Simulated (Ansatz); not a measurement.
`[F][Ga]([F])[O][SiH3]` + H₂Te → `[SiH3][TeH]` + `[OH][Ga]([F])[F]` at 400 K and 1 bar (ligand exchange at the Si–O bond).

Gas-phase electronic energies from Ansatz, PBE0-D4/def2-TZVP geometries. CCSD(T)/CBS is the MP2 limit (def2-TZVPP, def2-QZVPP) plus CCSD(T) − MP2 in def2-TZVPP, frozen cores. def2 core potentials past Kr. For Ga, Te outer-core shells are correlated without core-valence functions, which leaves a few kJ/mol of doubt a bond. Scalar relativity is left out up to krypton. Each species was taken in one conformer, which may not be the lowest.

```json
{"species": "`[F][Ga]([F])[O][SiH3]`", "CCSD(T)/CBS energy (Eh)": "-2489.72997", "H − E (kJ/mol)": "123.0", "S (J/(mol·K))": "421.6"}
{"species": "H₂Te", "CCSD(T)/CBS energy (Eh)": "-268.91024", "H − E (kJ/mol)": "45.0", "S (J/(mol·K))": "239.1"}
{"species": "`[SiH3][TeH]`", "CCSD(T)/CBS energy (Eh)": "-559.21313", "H − E (kJ/mol)": "104.4", "S (J/(mol·K))": "319.1"}
{"species": "`[OH][Ga]([F])[F]`", "CCSD(T)/CBS energy (Eh)": "-2199.41346", "H − E (kJ/mol)": "71.4", "S (J/(mol·K))": "336.6"}
```

H − E and S are ideal-gas, rigid-rotor, harmonic terms from PBE0-D4/def2-TZVP, for one conformer and one mirror image of each species. 1 Eh = 2625.50 kJ/mol, R = 8.31446 J/(mol·K).

Task: By hand: ΔE, ΔH, ΔS and ΔG.

Result: ΔE = (-559.21313) + (-2199.41346) − (-2489.72997) − (-268.91024) = 0.01362 Eh = 35.8 kJ/mol. Δ(H − E) = 104.4 + 71.4 − 123.0 − 45.0 = 7.8, so ΔH = 43.6 kJ/mol. ΔS = 319.1 + 336.6 − 421.6 − 239.1 = -5.0 J/(mol·K). ΔG = 43.6 − 400 × (-5.0)/1000 = 45.6 kJ/mol.

Task: By hand: the equilibrium constant, and the temperature at which ΔG would vanish if ΔH and ΔS stayed fixed.

Result: log₁₀ K = −ΔG/(RT ln 10) = -6.0. ΔH and −TΔS have one sign here, so there is no such temperature. One of them is within its doubt of zero, so this could turn.

The number of gas molecules stays the same, so ΔS is small and ΔH decides. A doubt of 5 kJ/mol in ΔE shifts log₁₀ K by 0.7 here. Other conformers and mirror images would add mixing entropy, several J/(mol·K) or more a flexible species. Modes under 60 cm⁻¹, often nearly free rotors, make the harmonic entropy too high. These are equilibria of isolated gas molecules and say nothing of rates. Largest T1 diagnostic: 0.015 (customary marks: 0.02 for closed shells, 0.045 for open ones).
